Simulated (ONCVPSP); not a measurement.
**What one change does to a pseudopotential (tungsten, ONCV)**

- Element: W
- Generator: ONCVPSP 4.0.1
- Type: optimised norm-conserving Vanderbilt (ONCV)
- Functional: LDA (Perdew-Wang 92)
- Relativity: scalar-relativistic
- Frozen core: [Kr] 4d10
- Valence charge: 28
- Reference configuration: 4f14 5s2 5p6 5d4 6s2
- Partial waves: 5s+6s: rc 1.55 bohr, ncon 3, nbas 8, qcut 8.8 1/bohr, 2 projectors; 5p: rc 2.05 bohr, ncon 3, nbas 8, qcut 6.5 1/bohr, 1 projector; 5d: rc 2.20 bohr, ncon 3, nbas 8, qcut 7.1 1/bohr, 2 projectors, debl 2.9 Ha; 4f: rc 0.60 bohr, ncon 4, nbas 9, qcut 28.2 1/bohr, 2 projectors, debl 0.8 Ha
- Local potential: polynomial inside 0.40 bohr (lpopt 5, dvloc0 0 Ha)
- Core correction: Teter function, fcfact 3.5, rcfact 1.2

In the f channel the program set the typed energies aside and used -1.230, 0.250 Ha.

All-electron outer shells of the reference configuration (LDA (PZ), scalar-relativistic, ld1.x):

```json
{"shell": "4d", "level (eV)": "-238.26", "outermost node (bohr)": "0.22", "outermost maximum (bohr)": "0.45"}
{"shell": "5s", "level (eV)": "-79.30", "outermost node (bohr)": "0.53", "outermost maximum (bohr)": "0.96"}
{"shell": "5p", "level (eV)": "-43.38", "outermost node (bohr)": "0.57", "outermost maximum (bohr)": "1.09"}
{"shell": "4f", "level (eV)": "-33.46", "outermost node (bohr)": "–", "outermost maximum (bohr)": "0.43"}
{"shell": "6s", "level (eV)": "-5.91", "outermost node (bohr)": "1.28", "outermost maximum (bohr)": "2.64"}
{"shell": "5d", "level (eV)": "-4.68", "outermost node (bohr)": "0.63", "outermost maximum (bohr)": "1.50"}
```

Change: d: rc 3.12.

Cutoffs: the cutoffs (Ha) at which the residual kinetic energy of the hardest occupied pseudo-wave falls to 1 and 0.1 mHa per electron; they do not see the model core or the augmentation charge, which bear on the density cutoff. Errors are all-electron minus pseudo energies relative to the spin-unpolarised reference configuration.

Q: Predict the effect on cutoff, ghosts and configuration errors.

A: The potential gets neither clearly harder nor softer (338 Ha and 371 Ha → 338 Ha and 371 Ha); both files keep a bound ghost (d, p, s); of the 4 tests that both files solve, the error grows in 0 and shrinks in 2 by more than 15 % and 0.3 meV (median size 6.1 → 3.0 meV).

| quantity | base | changed |
| --- | --- | --- |
| cutoff, loose | 338 Ha | 338 Ha |
| cutoff, tight | 371 Ha | 371 Ha |
| loose cutoff by channel | s 26 Ha, p 12 Ha, d 14 Ha, f 338 Ha | s 26 Ha, p 12 Ha, d 12 Ha, f 338 Ha |
| bound ghosts | s, p, d | s, p, d |
| GHOST(+) flags under 300 eV | none | none |
| error for 4f14 5s2 5p6 5d4 6s1, meV [ΔE 9.13 eV] | -3.2 | -2.9 |
| error for 4f14 5s2 5p6 5d4 6s0, meV [ΔE 25.14 eV] | -9.1 | -9.9 |
| error for 4f14 5s2 5p6 5d3 6s0, meV [ΔE 50.85 eV] | -9.6 | -3.0 |
| error for 4f14 5s2 5p6 5d4.5 6s1.5, meV [ΔE 0.69 eV] | -2.1 | +0.8 |
| s: phases at 1.57 bohr within 0.05 rad from the reference energy up to (Ha; the scan ends near 5) | to the end of the scan | to the end of the scan |
| p: phases at 2.09 bohr within 0.05 rad from the reference energy up to (Ha; the scan ends near 5) | -0.3 | -0.3 |
| f: phases at 0.61 bohr within 0.05 rad from the reference energy up to (Ha; the scan ends near 5) | to the end of the scan | to the end of the scan |
| rms error of d²Exc/dni dnj with the model core, mHa | 3.10 | 3.11 |

 A true bound ghost makes a file unfit for plane-wave use even where its test errors are small: the radial tests pick states by their node count and pass the ghost by.
